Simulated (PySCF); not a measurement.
# SiSBr₂, singlet: structure and spectrum

These are results of PySCF, PBE0, basis Si def2-TZVP, S def2-TZVP, Br def2-TZVP (no relativity, density fitting), not measurements.

The structure is a minimum.

Z-matrix (Å, degrees; charge 0 multiplicity 1):
```
Si
S  1 1.9281
Br 1 2.1835 2 126.25
Br 1 2.1835 2 126.25 3 180.00
```

```json
{
  "Point group": "C2v",
  "Bond lengths": "Si–Br 2.184 Å (×2), Si–S 1.928 Å",
  "Bond angles": "Br–Si–Br 107.5°, Br–Si–S 126.2° (×2)",
  "Dipole moment": "2.06 D",
  "Atomisation energy without zero-point energy": "1132 kJ/mol",
  "Highest occupied level": "-7.62 eV",
  "Enthalpy at 298.15 K above 0 K": "16.68 kJ/mol",
  "Principal quadrupole moments (Buckingham, traceless) about the centre of mass": "-5.91, 2.74, 3.18 D Å",
  "Zero-point energy": "12.5 kJ/mol",
  "Heat capacity Cp at 298.15 K": "71.8 J/(mol K)",
  "Rotational constants": "0.05829, 0.03444, 0.02165 cm⁻¹",
  "Lowest empty level": "-2.34 eV",
  "Entropy at 298.15 K and 1 bar": "337.2 J/(mol K)",
  "Principal polarisabilities": "53.7, 90.4, 103.1 bohr³",
  "Rotational symmetry number": "2"
}
```

Harmonic modes (masses in u: Si 27.977, S 31.972, Br 78.918):
```csv
symmetry,ω (cm⁻¹),IR (km/mol)
a1,126,0.5
b2,150,3.6
b1,212,4.8
a1,320,10.4
b2,499,151
a1,790,146
```

In C2v the vibrations span 3a1 + 2b2 + b1. Here b1 is antisymmetric to the molecular plane and b2 lies in it.

Charges (e):
```json
{"atom": "Si1", "Mulliken": "0.47", "Löwdin": "-0.69", "polar tensor": "1.37", "Mayer order to Si1": "–"}
{"atom": "S2", "Mulliken": "-0.27", "Löwdin": "0.15", "polar tensor": "-0.53", "Mayer order to Si1": "2.21"}
{"atom": "Br3,4", "Mulliken": "-0.10", "Löwdin": "0.27", "polar tensor": "-0.42", "Mayer order to Si1": "1.24"}
```

Mulliken populations on Si1: s 5.06, p 7.85, d 0.56, f 0.06.

Outer orbital energies (eV). occupied: -11.69, -10.82, -10.46, -9.58, -9.54, -9.20, -8.09, -7.62; empty: -2.34, -2.06, 0.75, 1.48.

Counting electrons, silicon keeps none of its valence electrons outside its bonds, so the VSEPR class is AX3 and the expected shape is trigonal planar; with unlike ligands the computed point group is C2v.

Only a few start shapes were tried, so a lower isomer may exist.

The final relaxation and frequency run took 2.1 min on 4 threads of a shared Arm Neoverse N1 host, with 170 basis functions and 13 gradients; the process peaked at 1.7 GiB. Launch command: `OMP_NUM_THREADS=4 python axn.py task.json out`.
